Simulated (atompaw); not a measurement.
# What one change does to a pseudopotential (Ag, PAW (atompaw))

* Element: Ag
* Generator: atompaw 4.2.0.5
* Type: PAW
* Functional: PBE
* Relativity: scalar-relativistic
* Frozen core: [Ar] 3d10
* Valence charge: 19
* Reference configuration: 4s2 4p6 4d10 5s0 5p0 (charge +1)
* Partial waves: 4s (bound): rc 1.55 bohr; 5s (bound, empty): rc 1.55 bohr; 4p (bound): rc 1.55 bohr; 5p (bound, empty): rc 1.55 bohr; 4d (bound): rc 1.55 bohr; 4d channel at 1.1 Ry: rc 1.45 bohr
* Local potential: bessel scheme, radius 1.40 bohr
* Core correction: smooth core density matched at 1.10 bohr
* Augmentation charge: besselshape compensation charge, radius 1.10 bohr; PAW radius 1.55 bohr; waves and projectors: custom polynom vanderbiltortho

Change: local potential bessel scheme, radius 0.68 bohr.

Cutoffs: the cutoffs (Ry, on a coarse ladder) from which the occupation-weighted sum of valence levels, in a spherical-Bessel basis at the reference potential, stays within 10 and 1 mRy of its value at 400 Ry; they do not see the model core or the augmentation charge, which bear on the density cutoff.

What does the change do?

The potential gets neither clearly harder nor softer (60 Ry and 100 Ry → 60 Ry and 100 Ry); a bound ghost appears in d, which as a rule spoils a file. A state that the projectors do not describe sees the local part alone, so a deeper or shallower local part can create or remove a ghost.

```csv
quantity,base,changed
"cutoff, loose",60 Ry,60 Ry
"cutoff, tight",100 Ry,100 Ry
loose cutoff by channel (10 mRy a level),"s 21 Ry, p 30 Ry, d 35 Ry","s 21 Ry, p 30 Ry, d 40 Ry"
bound ghosts,none,d
s: phases at 1.55 bohr within 0.05 rad from the reference energy up to (Ry; the scan ends near 5),to the end of the scan,to the end of the scan
p: phases at 1.55 bohr within 0.05 rad from the reference energy up to (Ry; the scan ends near 5),to the end of the scan,to the end of the scan
d: phases at 1.55 bohr within 0.05 rad from the reference energy up to (Ry; the scan ends near 5),to the end of the scan,to the end of the scan
lowest overlap eigenvalue by channel,"s 0.52, p 0.94, d 1.00","s 0.36, p 0.88, d 1.00"
```

 A true bound ghost makes a file unfit for plane-wave use even where its test errors are small: the radial tests pick states by their node count and pass the ghost by. The cutoffs see the waves, projectors and local potential, not the compensation charge or the core.
